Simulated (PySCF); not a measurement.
3-fluoro-3-methylbut-1-yne (C₅H₇F), SMILES C#CC(C)(C)F. Atoms are numbered in the order given.

```xyz
13

C      2.3773    -0.0817     0.0000
C      1.1659    -0.0186     0.0000
C     -0.3064     0.0229     0.0000
C     -0.8734    -0.6044    -1.2739
C     -0.8734    -0.6044     1.2739
F     -0.7000     1.3744     0.0000
H      3.4499    -0.1266     0.0000
H     -0.4806    -0.0782    -2.1549
H     -0.5947    -1.6662    -1.3395
H     -1.9700    -0.5182    -1.2631
H     -1.9700    -0.5182     1.2631
H     -0.5947    -1.6662     1.3395
H     -0.4806    -0.0782     2.1549
```
Charge 0, spin multiplicity 1.

Geometry optimised at TPSSh-D3(BJ)/def2-SVP.

Two levels are set side by side: PBE/pcSseg-1 (PySCF) and KT2/pcSseg-1 (PySCF). GIAO shifts against CFCl3 (¹⁹F), TMS (¹H), TMS (¹³C) at the same level; non-relativistic, no solvent, atoms listed together averaged. Differences are taken from unrounded values.

| quantity | KT2 |
|---|---|
| δ(¹³C) of C1 (ppm) | 73.7 |
| δ(¹³C) of C2 (ppm) | 83.0 |
| δ(¹³C) of C3 (ppm) | 91.2 |
| δ(¹³C) of C4, C5 (ppm) | 33.7 |
| δ(¹⁹F) of F6 (ppm) | -182.1 |
| δ(¹H) of H7 (ppm) | 2.82 |

### Question
What does PBE give, and how far is it from KT2? (The exact figures need the calculation; the answer reports its results.)

### Answer

```json
[
 {"quantity": "δ(¹³C) of C1 (ppm)", "PBE": "79.4", "PBE minus KT2": "5.7"},
 {"quantity": "δ(¹³C) of C2 (ppm)", "PBE": "89.7", "PBE minus KT2": "6.7"},
 {"quantity": "δ(¹³C) of C3 (ppm)", "PBE": "94.0", "PBE minus KT2": "2.8"},
 {"quantity": "δ(¹³C) of C4, C5 (ppm)", "PBE": "34.2", "PBE minus KT2": "0.5"},
 {"quantity": "δ(¹⁹F) of F6 (ppm)", "PBE": "-180.4", "PBE minus KT2": "1.7"},
 {"quantity": "δ(¹H) of H7 (ppm)", "PBE": "2.57", "PBE minus KT2": "-0.26"}
]
```

Rough cost on one machine, each run with all the roots and properties that it gave: KT2 against PBE within a factor of 2.
